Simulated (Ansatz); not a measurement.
```xyz
12

C    -0.9484   -1.3923   -0.7223
Si   -0.0930    0.2439   -0.5272
Si    0.0680    1.5280    1.6579
C     1.2667    0.3025    0.7333
F     1.4739   -0.9100    1.3934
H    -1.9363   -1.2785   -1.1721
H    -1.0544   -1.8678    0.2546
H    -0.3503   -2.0506   -1.3573
H     0.0499    1.0447   -1.7629
H     0.4292    2.6023    0.6347
H    -1.1269    1.0444    0.4286
H     2.2216    0.7336    0.4395
```

Total charge 0; spin multiplicity 1.

List the PBE/def2-TZVPP orbital energies in eV (the Gaussian-basis code of Ansatz). (An estimate is asked.)

The calculation gave: Occupied: -1780.21, -1779.57, -659.60, -270.54, -269.14, -137.94, -137.20, -94.73, -94.64, -94.63, -94.05, -93.90, -93.84, -29.57, -18.04, -17.11, -13.83, -12.05, -11.90, -10.91, -10.49, -10.09, -9.91, -8.87, -8.35, -7.72, -6.57, -5.36. Lowest empty: -1.92, -0.74, -0.36, -0.26, 0.66, 1.17, 1.18, 1.45.
